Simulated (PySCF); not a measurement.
Electronic structure of Mn²⁺ (manganese, charge +2) at the LDA level

Configuration: [Ar] 3d4 4s1, high-spin 6D determinant (an excited configuration). Computed with PySCF 2.14 in def2-TZVPPD (6s6p4d2f1g, 67 functions), with the non-relativistic Hamiltonian (point nucleus).

```json
{"Total energy": "-1147.420 hartree", "One-electron energy": "-1561.837 hartree", "Hartree (Coulomb) energy": "463.302 hartree", "Exchange-correlation energy": "-48.884 hartree", "Kinetic energy": "1147.56090 hartree", "⟨S²⟩": "8.7502", "⟨L²⟩": "6.004", "Sum of ⟨r⟩": "16.07 bohr", "Sum of ⟨r²⟩": "21.19 bohr²", "Traceless quadrupole moment −½Σ⟨3z² − r²⟩ along its main axis": "-0.311 e·bohr²", "Density at the nucleus (Gaussians lack the cusp)": "10300 bohr⁻³", "Spin density at the nucleus": "7.93 bohr⁻³", "Langevin diamagnetic susceptibility": "-16.8 ×10⁻⁶ cm³/mol"}
```

```
shell  electrons  mean orbital energy (hartree)  spread (hartree)  rms radius, mean of both spins (bohr)
 1s α          1                     -234.63012                 0                                 0.0713
 1s β          1                     -234.62601                 0                                 0.0713
 2s α          1                      -27.86267                 0                                  0.307
 2s β          1                      -27.78512                 0                                  0.307
 2p α          3                      -24.05530           0.02300                                  0.275
 2p β          3                      -23.99491           0.03471                                  0.275
 3s α          1                       -4.06214                 0                                  0.918
 3s β          1                       -3.89546                 0                                  0.918
 3p α          3                       -2.96787           0.03364                                  0.971
 3p β          3                       -2.80358           0.06610                                  0.971
 3d α          4                       -1.20027           0.03641                                   1.19
 4s α          1                       -0.82538                 0                                   2.75
```
